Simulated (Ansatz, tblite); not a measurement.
Cost and result up the ladder for `OB(O)CCCCc1ccc2ccc3cccc4ccc1c2c34` (42 atoms). Charge 0, multiplicity 1. Geometry: PBE-D4/def2-SVP.

```xyz
42

O    -0.562    3.490   -5.560
B    -0.598    3.185   -4.216
O    -0.026    3.973   -3.240
C    -1.307    1.848   -3.760
C    -0.308    0.823   -3.192
C    -0.961   -0.491   -2.756
C     0.031   -1.534   -2.195
C     0.698   -1.114   -0.906
C     1.986   -0.546   -0.942
C     2.631   -0.093    0.212
C     2.007   -0.195    1.473
C     2.641    0.259    2.681
C     2.019    0.146    3.900
C     0.707   -0.434    4.012
C     0.048   -0.564    5.255
C    -1.229   -1.135    5.335
C    -1.878   -1.586    4.180
C    -1.260   -1.475    2.914
C    -1.893   -1.927    1.707
C    -1.275   -1.811    0.486
C     0.039   -1.235    0.353
C     0.696   -0.776    1.548
C     0.050   -0.894    2.820
H    -0.094    4.318   -5.770
H     0.420    4.771   -3.574
H    -1.865    1.406   -4.613
H    -2.060    2.089   -2.976
H     0.234    1.274   -2.333
H     0.473    0.598   -3.956
H    -1.742   -0.275   -1.994
H    -1.495   -0.940   -3.623
H     0.816   -1.724   -2.958
H    -0.497   -2.501   -2.057
H     2.495   -0.459   -1.914
H     3.638    0.347    0.147
H     3.646    0.704    2.607
H     2.517    0.498    4.816
H     0.555   -0.210    6.166
H    -1.725   -1.229    6.313
H    -2.882   -2.034    4.245
H    -2.896   -2.377    1.778
H    -1.794   -2.171   -0.413
```

Ansatz on 2 threads of AMD EPYC 7R13 on a shared host and a share (18 GiB) of an NVIDIA H100 80GB HBM3; xTB runs through tblite on one thread. Times are rough, summed over both states, and most runs start from the orbitals of an earlier one. PBE0-D4/def2-TZVP serves as the yardstick here, not as an exact answer. The other state is a triplet.

The xTB rows come from tblite. Single mean-field runs in def2-TZVP are fitted with def2-universal-jkfit.

xTB has no spin-polarisation term.

| level | functions | wall time |
| --- | --- | --- |
| GFN2-xTB | 111 | 0.12 s |
| GFN1-xTB | 130 | 0.16 s |
| PBE-D4/def2-TZVP | 827 | 14 s |
| PBE0-D4/def2-TZVP (with forces) | 827 | 17 s |

Q: Estimate what each level gives for the vertical triplet (eV).

A: 
| level | vertical triplet (eV) | difference from PBE0-D4/def2-TZVP (eV) |
| --- | --- | --- |
| GFN2-xTB | 2.27 | 0.01 |
| GFN1-xTB | 2.24 | -0.01 |
| PBE-D4/def2-TZVP | 2.18 | -0.07 |
| PBE0-D4/def2-TZVP (with forces) | 2.25 | 0.00 |
